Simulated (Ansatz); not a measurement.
Question: Name a neutral molecule of Al, C, O and H with LUMO energy (PBE0/def2-TZVPP) between -2.35 and -2.05 eV and HOMO energy (PBE/def2-TZVPP) between -6.50 and -6.20 eV (Ansatz, PBE0-D4/def2-TZVP geometry).

Answer: `[CH3][Al-]1([OH])[O]C=CC=[O+]1` (-2.29 eV, -6.24 eV). Other molecules can fit too; these were computed, each in one conformer that needn't be the lowest.
